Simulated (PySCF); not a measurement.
# How methods differ on the ionisation energy of Ar⁺

Ar⁺ [Ne] 3s2 3p5 (2P) → Ar²⁺ [Ne] 3s2 3p4 (3P), as a difference of total energies. Computed with PySCF 2.14 in aug-cc-pwCVTZ (8s7p5d3f, 75 functions), with the non-relativistic Hamiltonian (point nucleus). Correlated levels: valence: [Ne] frozen. The calculations carry no spin-orbit coupling.

| method | ionisation energy (eV) | plus first-order spin-orbit estimate | error of that sum (eV) |
| --- | --- | --- | --- |
| UHF | 26.366 | 26.359 | -1.271 |
| MP2 (valence) | 27.379 | 27.372 | -0.258 |
| SCS-MP2 (valence) | 27.379 | 27.372 | -0.258 |
| CCSD (valence) | 27.343 | 27.336 | -0.294 |
| CCSD(T) (valence) | 27.382 | 27.376 | -0.254 |

Reference: 27.630 eV (measured; NIST Atomic Spectra Database, ionization energies).

A first-order spin-orbit estimate (lowest level to lowest level, LS coupling) adds -0.006 eV.

Errors of the correlated levels include the incompleteness of this basis and the frozen core.
